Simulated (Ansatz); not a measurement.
BFH$_{2}$Zn, SMILES `[BH2][Zn][F]`, one more setting.

```yaml
crystal:
  periodic: [false, false, false]
  atoms:
    - {symbol: B, position_ang: [-0.657521, 0.440247, -0.439240]}
    - {symbol: Zn, position_ang: [0.825024, -0.570246, 0.517770]}
    - {symbol: F, position_ang: [2.108362, -1.444964, 1.346337]}
    - {symbol: H, position_ang: [-1.577563, -0.131479, -0.944971]}
    - {symbol: H, position_ang: [-0.648402, 1.632841, -0.521397]}
basis:
  gaussian: {orbitals: cc-pVDZ}
magnetization: {spin_polarized: true, initial_magnetization: 0}
hamiltonian: {xc: {name: SVWN5}}
```

```sh
$ ansatz run in.yaml --threads 2 --pin off --events-out ev --progress --plain --max-ram 4352MiB
```

Output, abridged:

```
Functional definition: SVWN5
898 factors; their error is unknown
mean field evaluation 1: about -51734.1184 eV, gradient 5.6e1 eV
mean field evaluation 2: about -51667.1927 eV, gradient 1.7e2 eV
mean field evaluation 4: about -51741.7725 eV, gradient 1.3e1 eV
mean field evaluation 8: about -51742.2896 eV, gradient 1.9e-2 eV
mean field -51742.26362723 eV, -1901.4931161347 hartree, gradient 7.6e-5 eV, S^2 0.000000; 0 other end points of the search recorded, 0 dependent functions left out
reference -51742.26367096 eV, -1901.4931177420 hartree; 23, 23 occupied and 58, 58 virtual orbitals, 898 factors
Total energy: -51742.26367096 eV, -1901.4931177420 hartree
```

Hardware: 2 threads of an Arm Neoverse V2 on a shared host. Wall time 0.75 s, peak host memory 0.13 GiB.
